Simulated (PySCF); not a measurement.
Input file for PySCF: R-HF/STO-3G on ScCl, 2S+1 = 1, a spin state set in the input, which need not be the lowest, a point of a bond scan (R = 2.284 Å).

```python
from pyscf import gto, scf, dft, mp
from pyscf.data.elements import chemcore

mol = gto.M(
    atom='''
    Sc    0.00000000    0.00000000    0.00000000
    Cl    0.00000000    0.00000000    2.28446700
    ''',
    basis='sto-3g',
    charge=0, spin=0, verbose=3, max_memory=1800)
mf = scf.RHF(mol)
mf.conv_tol = 1e-8
mf.max_cycle = 100
mf.kernel()
if not mf.converged:
    mf = mf.newton().run(mf.mo_coeff, mf.mo_occ)
```

It printed:

```
converged SCF energy = -1206.81051510562
```

The run converged.

Cost: very roughly 0.10 core-seconds.
